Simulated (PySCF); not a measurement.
# Zn₂Cl⁺ at several levels of theory

All levels use the PBE0 minimum (triplet; Cl–Zn 2.351 Å (×2); Zn–Cl–Zn 123.8°), basis [Cl def2-SVP, Zn def2-SVP], no relativity, density fitting, no spin–orbit coupling, PySCF. For vertical energies the ionised species is a doublet (spins chosen at PBE0 and kept) and the electron-attached one a doublet. Open shells are unrestricted, also as the reference of the correlated levels. Dipoles are about the centre of mass. A dash marks a value that was not computed or is not defined at that level.

```xyz
3
charge 1 multiplicity 3, angstrom
Cl   -0.0796   -0.8643    0.0000
Zn    0.0220    0.2385    2.0743
Zn    0.0220    0.2385   -2.0743
```

```csv
level,vertical IP (eV),vertical EA (eV),−ε(HOMO) (eV),dipole (D)
PBE0,12.96,6.89,11.00,1.88
HF,?,?,?,?
MP2,?,?,–,–
PBE,12.83,7.23,10.14,1.69
r2SCAN,13.05,6.92,10.50,1.78
B3LYP,13.04,7.20,10.87,1.77
```

**Question.** Fill in the row of HF.

**Answer.** vertical IP (eV) 12.77, vertical EA (eV) 5.09, −ε(HOMO) (eV) 12.98, dipole (D) 2.02.

**Question.** Fill in the row of MP2.

**Answer.** vertical IP (eV) 12.82, vertical EA (eV) 6.06.
